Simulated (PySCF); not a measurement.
## Computed properties of In(AsH2)(H)2 (AsH4In), SMILES [AsH2][InH2]

AsH4In, SMILES [InH2][AsH2]. Coordinates come from a r2SCAN-D4/def2-TZVP optimisation. The def2 effective core potentials stand for the cores of In; spin–orbit coupling is left out. One conformer was computed; it need not be the lowest. All values are computed for the isolated molecule unless a solvent is named; none is compared with measurement here.

**Structure.** The optimised structure has Cs symmetry. All 12 harmonic modes at r2SCAN-D4/def2-TZVP (PySCF) are real, so it is a minimum.

**Vibrations.** The strongest infrared lines (harmonic, unscaled, degenerate partners summed) lie at 1797 cm⁻¹ (295 km/mol, H 99 %), 591 cm⁻¹ (260 km/mol, H 99 %), 1789 cm⁻¹ (193 km/mol, H 100 %). The softest mode is at 159 cm⁻¹ and the zero-point energy is 16.8 kcal/mol.

**Electronic structure.** B3LYP/def2-TZVPD (PySCF) places the frontier levels at -6.76 and -2.12 eV, a gap of 4.64 eV, and gives a dipole moment of 0.41 D and a mean polarisability of 79.5 bohr³.

**Excitations.** TDA-PBE0/def2-SVPD (PySCF) has S1 at 3.99 eV (310 nm, f = 0.010, weak); the most intense of the 10 singlets computed lies at 6.24 eV (f = 0.42). T1 (TDA) is at 3.52 eV, 0.47 eV under S1. No vertical singlet excitation falls in the visible range (under 3.1 eV).
